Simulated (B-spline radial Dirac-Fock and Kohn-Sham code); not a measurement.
**Binding energies of Rb⁴⁺ at several levels of theory**

System: the Rb⁴⁺ ion in the configuration [Ar] 3d10 4s2 4p3.

The density-functional columns are spherical, spin-unpolarised Dirac-Kohn-Sham results without Breit or QED terms: −ε is minus the orbital energy of the initial state and ΔSCF the difference of two total energies. The reference in the last column comes from relaxed Dirac-Fock hole states (ΔSCF) with Breit and QED corrections and a finite nucleus. All numbers are from a radial atomic solver, in eV; a selection of levels is shown. The Kohn-Sham columns are given as differences from the reference. For the 1s level of heavy atoms much of the gap between ΔSCF and the reference is the Breit and QED part, -35.9 eV here; for other levels the error of the functional can be larger.

```tsv
level	PBE −ε − DF	PBE ΔSCF − DF	LDA −ε − DF	LDA ΔSCF − DF	Dirac-Fock
K	-181.5	+56.2	-205.1	+31.8	15263.3
L1	-74.1	-32.4	-76.7	-34.9	2134.4
L3	-55.5	-6.3	-56.2	-6.9	1868.5
M1	-37.0	-20.1	-37.9	-21.0	387.2
M3	-28.8	-12.2	-29.1	-12.5	303.1
M4	-15.5	+1.2	-15.2	+1.5	172.7
M5	-15.6	+1.1	-15.3	+1.4	171.2
N1	-7.3	+0.6	-7.0	+0.9	85.76
N2,3	-6.2	+1.0	-5.9	+1.3	66.71
```

Values without a named source are computed, but for edge energies of neutral atoms, which are taken from tables.
